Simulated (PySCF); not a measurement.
**Working with the constants of NaAs⁺**

UHF-CCSD(T) constants of NaAs⁺, ⁴Σ⁻ (quartet), unpaired electrons σ ↑, π ↑↑ (PySCF, no relativity, basis sets Na 6-31G(d,p), As 6-31G(d,p); masses 22.9898 and 74.9216 u):

| Item | Value |
| --- | --- |
| ωe | 114.4 cm⁻¹ |
| ωexe | 1.52 cm⁻¹ |
| Be | 0.096296 cm⁻¹ |
| αe | 0.00141 cm⁻¹ |
| D (centrifugal) | 2.73e-07 cm⁻¹ |
| De to Na⁺ + As | 0.252 eV |

Question: Give the vibrational terms G(v) and spacings up to v = 6.

Answer: G(v) = ωe(v+½) − ωexe(v+½)².

```tsv
v	G(v) (cm⁻¹)	G(v) − G(v−1)	Bv (cm⁻¹)
0	56.8		0.09559
1	168.2	111.4	0.09418
2	276.5	108.3	0.09277
3	381.8	105.3	0.09136
4	484.0	102.2	0.08995
5	583.2	99.2	0.08854
6	679.4	96.2	0.08713
```

Question: How well does the Morse estimate ωe²/(4ωexe) reproduce De, and what is D0?

Answer: It gives 0.267 eV, 106 % of the computed De. D0 = De − G(0) = 0.252 − 0.007 = 0.245 eV.

Correlated steps freeze 10 core orbitals. The bond is weak. Basis-set superposition, not corrected here, can be much of De in a small basis, most of all at correlated wavefunction levels. Spin–orbit coupling is left out. For an ion De counts to the pair picked by the measured ionisation energies or electron affinities, which need not be the lowest pair at this level. The state was picked by a PBE0 search and need not be the measured ground state.
